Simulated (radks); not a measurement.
Results of a calculation; reference values are marked as such.
Q: These are the eigenvalues of the occupied orbitals of an atom or ion with whole-number occupations (hartree). Level of theory: scalar-relativistic Kohn-Sham, PBE, spin-polarised, spherical densities, finite nucleus; Fermi nuclear charge, rms radius of each element as measured or else 0.836 A^(1/3) + 0.57 fm (a radial shooting solver on a logarithmic mesh with Libxc functionals).

1s up: -1066.181
1s down: -1066.180
2s up: -160.9519
2s down: -160.9516
2p up: -144.4910
2p down: -144.4902
3s up: -31.05497
3s down: -31.05407
3p up: -25.67509
3p down: -25.67406
3d up: -17.39221
3d down: -17.39130
4s up: -4.91647
4s down: -4.91437
4p up: -3.29146
4p down: -3.28916
4d up: -0.94647
4d down: -0.94035
5s up: -0.40315
5s down: -0.35931
5p up: -0.15277

Which element is it, and in what charge state? The configuration may be excited.

A: Z = 50, tin, charge 0: Sn in [Kr] 4d10 5s2 5p(up 2, down 0). The list shows which subshells hold electrons but not how many an open one holds; the 1s level, -1066.2 hartree, gives Z - s = 46.2 by -(Z - s)^2/2, which with screening and relativity narrows Z to a few neighbours, and the depths of the outer levels then fix element, charge and occupations together.
